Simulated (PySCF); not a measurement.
C6H14N2Si2.
Numbering: `[CH3:1][N:2]([CH3:3])[Si@H:4]1[CH:5]=[CH:6][Si@@H:7]([NH2:8])[CH:9]=[CH:10]1` (hydrogens: H11, H12, H13 on C1; H14, H15, H16 on C3; H17 on Si4; H18 on C5; H19 on C6; H20 on Si7; H21, H22 on N8; H23 on C9; H24 on C10)

Method: PBE0-D3(BJ)/def2-SVP geometry optimisation, gas phase in PySCF; density fitting, grid level 1; the optimiser is geomeTRIC in internal coordinates, started from a GFN2-xTB structure with every atom displaced at random (about 0.01 Å).

Step 0: E = -25156.6023 eV
```
atom  x, y, z in Å  |  force x, y, z in eV/Å
C1     -3.3326   -0.3360    0.5175   -0.661   1.662  -0.326
N2     -2.1716    0.0324   -0.2224    0.651   0.032  -0.019
C3     -2.2365    1.3761   -0.7528    0.726  -0.344   1.067
Si4    -0.6294   -0.7628    0.0632   -0.936   0.617  -0.206
C5      0.3807   -0.5073   -1.4831   -0.362  -0.055   0.894
C6      1.7071   -0.4409   -1.4489    0.803  -0.246   0.733
Si7     2.7326   -0.6225    0.1265   -0.344   1.210  -0.187
N8      4.1786    0.3069   -0.1483   -1.228  -1.343  -0.478
C9      1.6444   -0.0639    1.5942    0.448  -0.686  -1.698
C10     0.3134   -0.1393    1.5659   -0.213  -0.243  -0.745
H11    -3.2897   -1.3403    0.8668    0.062  -1.235   0.442
H12    -4.2261   -0.2144   -0.1248   -0.112  -0.242  -0.003
H13    -3.5296    0.3509    1.3755    0.120  -0.240   0.079
H14    -3.0896    1.4870   -1.4105   -0.544   0.149  -0.521
H15    -1.3096    1.5791   -1.2972    0.067   0.231  -0.261
H16    -2.3197    2.1387    0.0615   -0.046  -0.088  -0.265
H17    -1.0126   -2.1712    0.2529    0.002  -0.499   0.121
H18    -0.1440   -0.3960   -2.4159   -0.416   0.004  -0.755
H19     2.2567   -0.3077   -2.3696    0.396   0.108  -0.613
H20     3.1641   -1.9897    0.3543    0.232  -0.827   0.150
H21     4.8842    0.2585    0.5307    1.351  -0.049   1.123
H22     4.0867    1.2234   -0.5001   -0.133   1.337  -0.487
H23     2.1508    0.3355    2.4363    0.612   0.535   1.308
H24    -0.2494    0.2093    2.4167   -0.474   0.212   0.650
```

Step 1: E = -25156.8737 eV
```
atom  x, y, z in Å  |  force x, y, z in eV/Å
C1     -3.3926   -0.2695    0.5294    0.040  -0.410   0.046
N2     -2.1955    0.0722   -0.1914    0.106  -0.079   0.017
C3     -2.1960    1.4119   -0.7124   -0.158   0.104  -0.188
Si4    -0.7072   -0.8033    0.0317    0.148   0.011   0.129
C5      0.3886   -0.6141   -1.4764   -0.215   0.064  -0.192
C6      1.7318   -0.5301   -1.4555    0.213   0.091  -0.105
Si7     2.7857   -0.5742    0.0976   -0.263  -0.233   0.116
N8      4.1908    0.4166   -0.1227    0.115   0.252   0.058
C9      1.6474   -0.1067    1.5263    0.331   0.182   0.158
C10     0.3061   -0.2082    1.5017   -0.197   0.046   0.127
H11    -3.3577   -1.3243    0.8703   -0.004   0.252  -0.097
H12    -4.2890   -0.1592   -0.1070   -0.035   0.003  -0.065
H13    -3.5568    0.3603    1.4230    0.002   0.090   0.113
H14    -3.0597    1.5648   -1.3972    0.162   0.007   0.101
H15    -1.2786    1.6129   -1.2879   -0.003  -0.017   0.015
H16    -2.2688    2.1876    0.0779    0.008  -0.007   0.011
H17    -1.0905   -2.2369    0.2500   -0.048   0.060  -0.011
H18    -0.1310   -0.5658   -2.4493    0.103  -0.069   0.045
H19     2.2717   -0.4240   -2.4122   -0.080  -0.047   0.053
H20     3.2863   -1.9705    0.3481    0.031   0.125  -0.002
H21     4.9328    0.3870    0.5776   -0.194  -0.022  -0.229
H22     4.0682    1.3700   -0.4634    0.022  -0.201   0.110
H23     2.1364    0.2998    2.4366   -0.166  -0.148  -0.166
H24    -0.2635    0.1097    2.3935    0.084  -0.055  -0.045
```

Step 2: E = -25156.8949 eV
```
atom  x, y, z in Å  |  force x, y, z in eV/Å
C1     -3.3835   -0.2831    0.5165   -0.048   0.049  -0.032
N2     -2.1809    0.0788   -0.1857    0.090  -0.053  -0.022
C3     -2.1577    1.4203   -0.7092   -0.120   0.017   0.032
Si4    -0.6996   -0.7971    0.0492    0.043   0.016   0.031
C5      0.3720   -0.6171   -1.4791   -0.092   0.003   0.006
C6      1.7146   -0.5312   -1.4581    0.093   0.036  -0.028
Si7     2.7569   -0.5735    0.1003   -0.067  -0.055   0.031
N8      4.1477    0.4308   -0.1426    0.027   0.086  -0.013
C9      1.6452   -0.1035    1.5445    0.110   0.052   0.000
C10     0.3031   -0.2041    1.5279   -0.075   0.000  -0.030
H11    -3.3434   -1.3356    0.8399    0.012   0.040  -0.022
H12    -4.2716   -0.1717   -0.1347   -0.007   0.004   0.010
H13    -3.5629    0.3374    1.4194   -0.010   0.000  -0.004
H14    -2.9986    1.5896   -1.4097    0.018  -0.010   0.011
H15    -1.2250    1.6064   -1.2640    0.006  -0.014   0.011
H16    -2.2334    2.1955    0.0813    0.005   0.002   0.000
H17    -1.0997   -2.2231    0.2688   -0.021  -0.002   0.008
H18    -0.1453   -0.5917   -2.4512    0.016  -0.032   0.018
H19     2.2518   -0.4376   -2.4147    0.006  -0.035   0.014
H20     3.2817   -1.9552    0.3482    0.030   0.022   0.014
H21     4.9031    0.4006    0.5343    0.002  -0.025  -0.046
H22     4.0099    1.3818   -0.4701   -0.005  -0.012   0.030
H23     2.1351    0.2863    2.4530   -0.031  -0.057  -0.016
H24    -0.2604    0.1028    2.4241    0.016  -0.032  -0.004
```

Problem. Estimate the geometry and energy of step 3. (The exact step hangs on the optimiser's Hessian estimate; all steps are aligned on step 2, rigid shifts and turns removed.)

Solution. E = -25156.9012 eV, largest force 0.245 eV/Å
```
atom  x, y, z in Å  |  force x, y, z in eV/Å
C1     -3.3938   -0.2598    0.4871   -0.007  -0.029   0.019
N2     -2.1665    0.0739   -0.1855   -0.183   0.162   0.016
C3     -2.1523    1.4244   -0.6870    0.213  -0.004   0.004
Si4    -0.6920   -0.8112    0.0638   -0.028   0.038  -0.024
C5      0.3743   -0.6492   -1.4707    0.036  -0.009   0.054
C6      1.7177   -0.5537   -1.4557   -0.057  -0.013   0.048
Si7     2.7605   -0.5710    0.1013    0.050   0.060  -0.033
N8      4.1242    0.4669   -0.1649   -0.061  -0.031  -0.034
C9      1.6567   -0.1183    1.5539   -0.091  -0.029  -0.094
C10     0.3132   -0.2257    1.5424    0.047   0.007  -0.079
H11    -3.3827   -1.3096    0.8070   -0.023  -0.105   0.048
H12    -4.2636   -0.1284   -0.1862    0.027   0.005   0.023
H13    -3.5819    0.3651    1.3874    0.010  -0.028  -0.055
H14    -2.9800    1.5977   -1.3976   -0.054  -0.020  -0.036
H15    -1.2113    1.6252   -1.2216    0.014   0.034  -0.015
H16    -2.2464    2.1856    0.1152   -0.003  -0.011   0.003
H17    -1.1085   -2.2313    0.2873   -0.028  -0.008   0.013
H18    -0.1411   -0.6499   -2.4422   -0.039  -0.009  -0.017
H19     2.2513   -0.4754   -2.4139    0.034  -0.026  -0.016
H20     3.3261   -1.9333    0.3502    0.035  -0.025   0.021
H21     4.8985    0.4446    0.4858    0.103  -0.025   0.048
H22     3.9576    1.4155   -0.4780   -0.020   0.086  -0.008
H23     2.1431    0.2571    2.4652    0.051  -0.001   0.080
H24    -0.2442    0.0668    2.4450   -0.023  -0.019   0.034
```

The energy changes by -0.0063 eV. The first-order estimate −F·Δx gives -0.0164 eV and the mean of the old and new forces, exact on a quadratic surface, -0.0064 eV. The step makes an angle of 76° with the force vector and moves no atom by more than 0.068 Å.

What follows is the cost of the whole optimisation. The run took 6.2 min of wall time on Arm Neoverse V2, one thread, shared host with 96 logical CPUs at a one-minute load of 76, and the process peaked at 1.1 GiB of memory.
